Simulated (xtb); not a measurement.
Cl2Pb (SMILES [Cl][Pb][Cl]), singlet, geometry from GFN2-xTB (such geometries of metal compounds can be far from the true shape); GFN0-xTB in xtb.

Here is a job for xtb.
```
$ xtb mol.xyz --gfn 0 --acc 1000 --json

# file mol.xyz
3

Pb     0.00765115    -0.01117216     0.46344358
Cl     1.26191218     1.44651416    -1.10463352
Cl    -1.29881774    -1.39262489    -1.13080023
```

What does xtb print? Leave out banner, timings and long lists.


```
   ID    Z sym.   atoms
    1   82 Pb     1
    2   17 Cl     2, 3

           -------------------------------------------------
          |                Calculation Setup                |
           -------------------------------------------------

           -------------------------------------------------
          |                 G F N 0 - x T B                 |
           -------------------------------------------------

          ...................................................
          :                      SETUP                      :
          :.................................................:
          :  # basis functions                  24          :
          :  # atomic orbitals                  22          :
          :  # shells                            8          :
          :  # electrons                        18          :
          :  electronic temp.          300.0000000     K    :
          :  accuracy                 1000.0000000          :
          :  -> integral cutoff          0.2000000E+02      :
          :  -> integral neglect         0.1000000E-04      :
          ...................................................

         :::::::::::::::::::::::::::::::::::::::::::::::::::::
         ::                     SUMMARY                     ::
         :::::::::::::::::::::::::::::::::::::::::::::::::::::
         :: total energy             -11.053998376256 Eh    ::
         :: gradient norm              0.005466004760 Eh/a0 ::
         :: HOMO-LUMO gap              4.183996369412 eV    ::
         ::.................................................::
         :: H0 energy                -11.022906459267 Eh    ::
         :: repulsion energy           0.002409768624 Eh    ::
         :: electrostat energy        -0.032825689102 Eh    ::
         :: -> Gsolv                   0.000000000000 Eh    ::
         ::    -> Gsasa                0.000000000000 Eh    ::
         ::    -> Gshift               0.000000000000 Eh    ::
         :: dispersion energy         -0.000675996512 Eh    ::
         :: short-range corr.          0.000000000000 Eh    ::
         :: add. restraining           0.000000000000 Eh    ::
         :: total charge              -0.000000000000 e     ::
         :::::::::::::::::::::::::::::::::::::::::::::::::::::

           -------------------------------------------------
          |                Property Printout                |
[...]
        11                         -0.1608439              -4.3768
        12                         -0.1262598              -3.4357
        13                         -0.0643980              -1.7524
        14                         -0.0643170              -1.7502
        15                         -0.0642159              -1.7474
        16                         -0.0641540              -1.7457
        17                         -0.0640333              -1.7424
        18                         -0.0633759              -1.7245
        19                         -0.0579546              -1.5770
        20                         -0.0456090              -1.2411
       ...                                ...                  ...
        22                          0.0314350               0.8554
      -------------------------------------------------------------
                  HL-Gap            0.1537590 Eh            4.1840 eV
             Fermi-level            0.0000000 Eh            0.0000 eV

     #   Z          covCN         q      C6AA      α(0)
     1  82 Pb       1.687     0.443   497.778    45.796
     2  17 Cl       0.843    -0.222   104.064    15.593
     3  17 Cl       0.843    -0.222   104.064    15.593

 Mol. C6AA /au·bohr⁶  :       1800.336250
 Mol. C8AA /au·bohr⁸  :     168207.550175
 Mol. α(0) /au        :         76.982885

Wiberg/Mayer (AO) data.
largest (>0.10) Wiberg bond orders for each atom

 ---------------------------------------------------------------------------
     #   Z sym  total        # sym  WBO       # sym  WBO       # sym  WBO
 ---------------------------------------------------------------------------
     1  82 Pb   1.885 --     2 Cl   0.942     3 Cl   0.942
     2  17 Cl   1.006 --     1 Pb   0.942
     3  17 Cl   1.006 --     1 Pb   0.942
 ---------------------------------------------------------------------------

Topologies differ in total number of bonds
Writing topology from bond orders to xtbtopo.mol

 dipole moment from electron density (au)
     X       Y       Z
   0.0446  -0.0652   2.7028  total (Debye):    6.873

           -------------------------------------------------
          | TOTAL ENERGY              -11.053998376256 Eh   |
          | GRADIENT NORM               0.005466004760 Eh/α |
          | HOMO-LUMO GAP               4.183996369412 eV   |
           -------------------------------------------------

normal termination of xtb
```
